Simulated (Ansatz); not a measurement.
Te₄Pt. Charge 0, multiplicity 1. Geometry B3LYP-D4/def2-SVP, basis def2-TZVP, Ansatz.

```xyz
5

Pt    0.100    1.210   -0.717
Te   -1.034   -1.099    1.799
Te    0.555   -1.281   -0.580
Te    2.706    0.427   -0.577
Te   -2.328    0.744    0.074
```

```json
{"run": "A", "HOMO (eV)": "-5.73", "LUMO (eV)": "-3.84"}
{"run": "B", "HOMO (eV)": "-4.83", "LUMO (eV)": "-4.38"}
{"run": "C", "HOMO (eV)": "-8.00", "LUMO (eV)": "-2.13"}
{"run": "D", "HOMO (eV)": "-5.01", "LUMO (eV)": "-4.43"}
```

In the def2 sets Pt, Te take a core potential; there is no spin–orbit coupling. LC-ωPBE has ω = 0.4 bohr⁻¹. No other spin state of charge 0 was run. Another isomer (singlet) lies 0.08 eV lower at PBE0-D4/def2-TZVP; other spin states weren't run for this one.

Problem. The runs used LC-ωPBE, PBE, PBE0, r2SCAN. Estimate which is which.

Solution. A PBE0 (25 % exact exchange); B PBE (0 % exact exchange); C LC-ωPBE (range-separated); D r2SCAN (0 % exact exchange). Exact exchange lowers occupied and raises empty levels; among semilocal functionals meta-GGAs tend to open the gap a little, and such runs are hard to tell apart. The gap grows from 0.46 eV (PBE) to 5.87 eV (LC-ωPBE). The restricted singlet is unstable towards broken spin symmetry in Hartree–Fock (as tested in another run); at PBE0-D4/def2-TZVP, PBE-D4/def2-TZVP, LC-ωPBE/def2-TZVP, r2SCAN-D4/def2-TZVP this wasn't settled.
